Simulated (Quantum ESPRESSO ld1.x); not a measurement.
Task: The mean radii <r> (bohr) of the occupied orbitals of an atom or ion are listed with their occupations. Method: scalar-relativistic Kohn-Sham, LDA (Slater exchange, VWN5 correlation), spin-polarised, spherical densities, point nucleus; computed with ld1.x of Quantum ESPRESSO 7.5.

| orbital | occ. | <r> |
|---|---|---|
| 1s down | 1 | 0.01632 |
| 1s up | 1 | 0.01632 |
| 2s up | 1 | 0.06876 |
| 2s down | 1 | 0.06876 |
| 2p up | 3 | 0.06235 |
| 2p down | 3 | 0.06235 |
| 3s up | 1 | 0.1775 |
| 3s down | 1 | 0.1775 |
| 3p up | 3 | 0.1792 |
| 3p down | 3 | 0.1792 |
| 3d up | 5 | 0.1623 |
| 3d down | 5 | 0.1622 |
| 4s up | 1 | 0.3890 |
| 4s down | 1 | 0.3890 |
| 4p up | 3 | 0.4132 |
| 4p down | 3 | 0.4133 |
| 4d up | 5 | 0.4310 |
| 4d down | 5 | 0.4311 |
| 4f up | 7 | 0.4390 |
| 4f down | 6 | 0.4394 |
| 5s up | 1 | 0.7849 |
| 5s down | 1 | 0.7855 |

Name the element and its charge. Open shells, if any, are filled with parallel spins first.

Result: Z = 81, thallium, charge +20: Tl20+ in [Kr] 4d10 4f13 5s2. The 1s radius gives Z: for a bare nucleus <r> = (2 gamma + 1)/(2Z) with gamma = sqrt(1 - (Z/c)^2), 0.01613 bohr for Z = 81, and screening makes it slightly larger (0.01632 here). The occupations add up to 61, and the charge is Z minus that.
